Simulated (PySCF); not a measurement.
Isomers of C6H9FOSi. Method: PBE0-D3(BJ)/def2-SVP geometry optimisation, gas phase in PySCF. Energies are electronic, without zero-point or thermal terms, for one conformer each. No frequencies were run at this level. Point groups hold within 0.08 Å.

Question: Order them by energy at this level, lowest first, and give relative energies in kcal/mol.
A. `[CH3:1][C:2]#[C:3][Si@@H:4]1[O:5][CH2:6][CH2:7][C@H:8]1[F:9]` with C3–Si4–O5–C6 -114°, Si4–O5–C6–C7 21°, O5–C6–C7–C8 -41°, C6–C7–C8–F9 -75°
B. `[CH3:1][C:2]#[C:3][Si@@H:4]1[O:5][CH2:6][CH2:7][C@@H:8]1[F:9]` with C3–Si4–O5–C6 -116°, Si4–O5–C6–C7 -26°, O5–C6–C7–C8 43°, C6–C7–C8–F9 77°

Answer: A (0.0), B (0.8).

Neighbours under 2.5 kcal/mol apart (CC#C[Si@@H]1OCC[C@H]1F and CC#C[Si@@H]1OCC[C@@H]1F) can change places with a better method, another conformer or zero-point energy. CC#C[Si@@H]1OCC[C@H]1F and CC#C[Si@@H]1OCC[C@@H]1F are stereoisomers, 0.8 kcal/mol apart in the conformers taken.

| SMILES | E (Eh) | E rel (kcal/mol) | dipole (D) | point group | A, B, C (MHz) |
| --- | --- | --- | --- | --- | --- |
| CC#C[Si@@H]1OCC[C@H]1F | -697.63310 | 0.0 | 3.31 | C1 | 2648, 720.7, 672.7 |
| CC#C[Si@@H]1OCC[C@@H]1F | -697.63185 | 0.8 | 0.98 | C1 | 2646, 783.6, 692.5 |

Question: How do the relative energies change in single points at HF/pcSseg-1 (no added dispersion term) on the same geometries?

Answer: 
```tsv
SMILES	PBE0-D3(BJ)/def2-SVP (kcal/mol)	HF/pcSseg-1 (kcal/mol)	shift
CC#C[Si@@H]1OCC[C@H]1F	0.0	0.0	0.0
CC#C[Si@@H]1OCC[C@@H]1F	0.8	0.9	+0.1
```

Each column counts from its own lowest isomer. The order is unchanged; the largest shift is 0.1 kcal/mol.

Question: As an exercise, what shares would exp(−E/RT) give at 298.15 K from these electronic energies alone (no entropy, no degeneracies)?

Answer: RT = 0.592 kcal/mol: CC#C[Si@@H]1OCC[C@H]1F 79.1 %, CC#C[Si@@H]1OCC[C@@H]1F 20.9 %.
